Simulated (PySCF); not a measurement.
PBE0 on Li⁻ (lithium, charge -1), [He] 2s2, closed-shell 1S. All numbers are calculated (PySCF 2.14, the non-relativistic Hamiltonian (point nucleus), in aug-cc-pCVTZ).

```
cycle= 1 E= -7.48518685664934  delta_E= -0.00135  |g|= 0.00489  |ddm|= 1.15
cycle= 2 E= -7.48522865277433  delta_E= -4.18e-05  |g|= 0.00115  |ddm|= 0.212
cycle= 3 E= -7.48523313390142  delta_E= -4.48e-06  |g|= 0.000295  |ddm|= 0.0805
cycle= 4 E= -7.48523331831326  delta_E= -1.84e-07  |g|= 2.77e-05  |ddm|= 0.00398
cycle= 5 E= -7.48523332294736  delta_E= -4.63e-09  |g|= 3.52e-06  |ddm|= 0.00356
cycle= 6 E= -7.48523332303957  delta_E= -9.22e-11  |g|= 7.29e-09  |ddm|= 0.00073
converged SCF energy = -7.48523332303957  <S^2> = -9.7699626e-15  2S+1 = 1
```

Highest occupied orbital energy: 0.471 eV; ⟨L²⟩ = 0.00; populations by l: s 4.00, p 0.00, d 0.00, f 0.00.

(1) Can this result be used?

Results:

(1) With care. The run converged. At PBE0 the highest occupied level has a positive energy, so only the finite basis holds that electron; in a semilocal or global hybrid functional this comes from self-interaction and does not mean that the real anion is unbound.
